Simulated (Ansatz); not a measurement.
`Br[SiH]1NCO1`, charge 0, multiplicity 1.

Give a relaxed structure at PBE0-D4/def2-TZVP (Ansatz 0.2.0). (Estimate.)

The calculation gave: 
Z-matrix (Å, degrees):
```
Si
N 1 1.711
C 1 2.205 2 41.6
Br 1 2.216 2 117.3 3 109.3
O 1 1.658 2 82.1 3 -5.4
H 1 1.474 2 120.3 3 -121.1
H 2 1.005 1 131.2 3 -128.1
H 3 1.096 1 120.9 2 97.0
H 3 1.094 1 128.6 2 -89.8
```
This is one stationary point; other conformers may exist.
